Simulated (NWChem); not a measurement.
System: CH₄Se₂; SMILES [Se]([SeH])C

Here is an NWChem input.

```
start job
memory heap 200 mb stack 900 mb global 1100 mb
geometry units angstroms noautoz
  Se    -0.444438    -0.936826     0.024421
  C      1.387129    -1.661942     0.010910
  H      1.278081    -2.761071     0.107936
  H      1.960136    -1.268016     0.869784
  H      1.893868    -1.420714    -0.941432
  Se     0.007535     1.366081     0.040601
  H      0.094699     1.554049    -1.438937
end
basis spherical
  * library 6-311g**
end
dft
  xc hfexch
  iterations 150
  mulliken
end
task dft energy
```

NWChem printed, in part:

```
             Northwest Computational Chemistry Package (NWChem) 7.3.0
             --------------------------------------------------------

 C1  symmetry detected

                             Geometry "geometry" -> ""
                             -------------------------

 Output coordinates in angstroms (scale by  1.889725989 to convert to a.u.)

  No.       Tag          Charge          X              Y              Z
 ---- ---------------- ---------- -------------- -------------- --------------
    1 Se                  34.0000    -0.43609499    -0.94237129     0.00799351
    2 C                    6.0000     1.38908863    -1.68351381     0.01309017
    3 H                    1.0000     1.26940261    -2.78171167     0.10809957
    4 H                    1.0000     1.95649423    -1.29522909     0.87822896
    5 H                    1.0000     1.90787346    -1.44607384    -0.93370189
    6 Se                  34.0000     0.03584631     1.35647116     0.03072708
    7 H                    1.0000     0.14015289     1.54470168    -1.44766787

 Effective nuclear repulsion energy (a.u.)     412.5528679735

  xc_inp: hfexch multiplicative factor not found.

                                 NWChem DFT Module
                                 -----------------

 Summary of "ao basis" -> "ao basis" (spherical)
 ------------------------------------------------------------------------------
       Tag                 Description            Shells   Functions and Types
 ---------------- ------------------------------  ------  ---------------------
 Se                         6-311g**                18       44   8s7p3d
 C                          6-311g**                 8       18   4s3p1d
 H                          6-311g**                 4        6   3s1p

            General Information
            -------------------
          SCF calculation type: DFT
          Wavefunction type:  closed shell.
          No. of atoms     :     7
          No. of electrons :    78
           Alpha electrons :    39
            Beta electrons :    39
          Charge           :     0
          Spin multiplicity:     1
          Use of symmetry is: off; symmetry adaption is: off
          Maximum number of iterations: 150
          AO basis - number of functions:   130
                     number of shells:    60
          Convergence on energy requested:  1.00D-06
          Convergence on density requested:  1.00D-05
          Convergence on gradient requested:  5.00D-04

              XC Information
              --------------
                     Hartree-Fock (Exact) Exchange  1.000

      Superposition of Atomic Density Guess
      -------------------------------------

 Sum of atomic energies:       -4839.20027356

      Non-variational initial energy
      ------------------------------

 Total energy =   -4840.134682
 1-e energy   =   -7562.380088
 2-e energy   =    2309.692538
 HOMO         =      -0.252296
 LUMO         =      -0.032545

     ---------------------------------------------
      Total Density - Mulliken Population Analysis
     ---------------------------------------------

    Atom       Charge   Shell Charges
 -----------   ------   -------------------------------------------------------
    1 Se  34    34.03   0.77  1.19  1.04  0.93  0.82  1.21  1.30  0.61  0.50  5.48  4.73  1.20  0.58  2.29  1.29  8.13  1.83  0.12
    2 C    6     6.49   1.10  0.89  0.55  0.79  1.50  0.54  1.07  0.03
    3 H    1     0.82   0.24  0.44  0.13  0.02
    4 H    1     0.82   0.24  0.44  0.12  0.02
    5 H    1     0.83   0.24  0.44  0.12  0.02
    6 Se  34    34.18   0.77  1.19  1.04  0.93  0.82  1.21  1.30  0.61  0.50  5.48  4.73  1.19  0.60  2.33  1.42  8.12  1.83  0.10
    7 H    1     0.83   0.19  0.46  0.16  0.02

   convergence    iter        energy       DeltaE   RMS-Dens  Diis-err
 ---------------- ----- ----------------- --------- --------- ---------
 d= 0,ls=0.0,diis     1  -4839.7852437707 -5.25D+03  2.38D-03  1.34D-01
 d= 0,ls=0.0,diis     2  -4839.8116850438 -2.64D-02  8.53D-04  1.38D-02
 d= 0,ls=0.0,diis     3  -4839.8141441008 -2.46D-03  2.89D-04  2.21D-03
 d= 0,ls=0.0,diis     4  -4839.8145098218 -3.66D-04  8.41D-05  1.34D-04
 d= 0,ls=0.0,diis     5  -4839.8145334022 -2.36D-05  3.30D-05  9.77D-06
  Resetting Diis
 d= 0,ls=0.0,diis     6  -4839.8145359995 -2.60D-06  8.50D-06  5.62D-07
 d= 0,ls=0.0,diis     7  -4839.8145361766 -1.77D-07  2.16D-06  6.43D-08

         Total DFT energy =    -4839.814536176601
      One electron energy =    -7564.765329793254
           Coulomb energy =     2490.024694379018
    Exchange-Corr. energy =     -177.626768735857
 Nuclear repulsion energy =      412.552867973492

 Numeric. integr. density =        0.000000000000

                       DFT Final Molecular Orbital Analysis
                       ------------------------------------

 Vector   37  Occ=2.000000D+00  E=-4.205799D-01
              MO Center= -2.0D-01,  9.6D-02,  6.3D-02, r^2= 3.6D+00
   Bfn.  Coefficient  Atom+Function         Bfn.  Coefficient  Atom+Function
  ----- ------------  ---------------      ----- ------------  ---------------
   105      0.371297  6 Se py                25     -0.290998  1 Se py
    24     -0.229275  1 Se px               108      0.193129  6 Se py
     7      0.170741  1 Se s                 96     -0.169916  6 Se py
     8      0.157854  1 Se s                 27     -0.146751  1 Se px
    28     -0.146612  1 Se py                16      0.133017  1 Se py

 Vector   38  Occ=2.000000D+00  E=-3.524288D-01
              MO Center=  1.9D-02,  8.9D-01,  3.1D-02, r^2= 3.0D+00
   Bfn.  Coefficient  Atom+Function         Bfn.  Coefficient  Atom+Function
  ----- ------------  ---------------      ----- ------------  ---------------
   104      0.502799  6 Se px               107      0.400288  6 Se px
    95     -0.237639  6 Se px               101      0.184606  6 Se px
    24     -0.131215  1 Se px                26      0.124792  1 Se pz
     8      0.118476  1 Se s                 54     -0.102209  2 C  s
    29      0.099224  1 Se pz                98     -0.094536  6 Se px

 Vector   39  Occ=2.000000D+00  E=-3.414581D-01
              MO Center= -2.7D-01, -6.7D-01, -4.5D-02, r^2= 2.8D+00
   Bfn.  Coefficient  Atom+Function         Bfn.  Coefficient  Atom+Function
  ----- ------------  ---------------      ----- ------------  ---------------
    26      0.520420  1 Se pz                29      0.422580  1 Se pz
    17     -0.244802  1 Se pz                23      0.190350  1 Se pz
   104     -0.122428  6 Se px                88     -0.119520  6 Se s
   126      0.116912  7 H  s                107     -0.098821  6 Se px
    20     -0.097129  1 Se pz                14      0.093840  1 Se pz

 Vector   40  Occ=0.000000D+00  E= 7.173394D-02
              MO Center= -1.7D-01,  2.2D-01, -1.1D-02, r^2= 5.4D+00
   Bfn.  Coefficient  Atom+Function         Bfn.  Coefficient  Atom+Function
  ----- ------------  ---------------      ----- ------------  ---------------
    28      0.898973  1 Se py               108      0.892455  6 Se py
    88     -0.667540  6 Se s                  8      0.642949  1 Se s
    25      0.300834  1 Se py               105      0.254763  6 Se py
    27      0.202921  1 Se px               107      0.195682  6 Se px
     7      0.174640  1 Se s                 87     -0.169074  6 Se s

 Vector   41  Occ=0.000000D+00  E= 1.199413D-01
              MO Center=  3.2D-01,  1.0D+00, -7.0D-01, r^2= 5.8D+00
   Bfn.  Coefficient  Atom+Function         Bfn.  Coefficient  Atom+Function
  ----- ------------  ---------------      ----- ------------  ---------------
   127      1.637309  7 H  s                109      1.080101  6 Se pz
    88     -0.970499  6 Se s                 54     -0.699185  2 C  s
    77      0.378815  5 H  s                 71      0.360035  4 H  s
    87     -0.153284  6 Se s                 65      0.152498  3 H  s
   106      0.152827  6 Se pz                29     -0.143270  1 Se pz

 Vector   42  Occ=0.000000D+00  E= 1.409310D-01
              MO Center=  6.7D-01, -1.2D+00, -4.7D-02, r^2= 6.8D+00
   Bfn.  Coefficient  Atom+Function         Bfn.  Coefficient  Atom+Function
  ----- ------------  ---------------      ----- ------------  ---------------
    54      1.708294  2 C  s                 65     -0.718493  3 H  s
    27     -0.714135  1 Se px                 8     -0.541209  1 Se s
   127      0.523452  7 H  s                 77     -0.513761  5 H  s
    71     -0.422521  4 H  s                109      0.369657  6 Se pz
    55     -0.346714  2 C  px               108     -0.302369  6 Se py

     ---------------------------------------------
      Total Density - Mulliken Population Analysis
     ---------------------------------------------

    Atom       Charge   Shell Charges
 -----------   ------   -------------------------------------------------------
    1 Se  34    34.03   0.77  1.19  1.04  0.93  0.82  1.21  1.29  0.64  0.50  5.48  4.73  1.20  0.58  2.36  1.16  8.13  1.83  0.16
    2 C    6     6.33   1.10  0.89  0.56  0.72  1.53  0.52  0.96  0.05
    3 H    1     0.88   0.26  0.51  0.08  0.03
    4 H    1     0.86   0.26  0.50  0.07  0.03
    5 H    1     0.87   0.26  0.51  0.08  0.03
    6 Se  34    34.09   0.77  1.19  1.04  0.93  0.82  1.21  1.29  0.63  0.50  5.48  4.73  1.19  0.59  2.35  1.26  8.13  1.83  0.13
    7 H    1     0.94   0.21  0.57  0.13  0.03

     -------------------------------------------
      Total Density - Lowdin Population Analysis
     -------------------------------------------

[...]
```

Level: Hartree-Fock/6-311G** (spherical d). Geometry: optimised at PBE-D3(BJ)/def2-SVP.
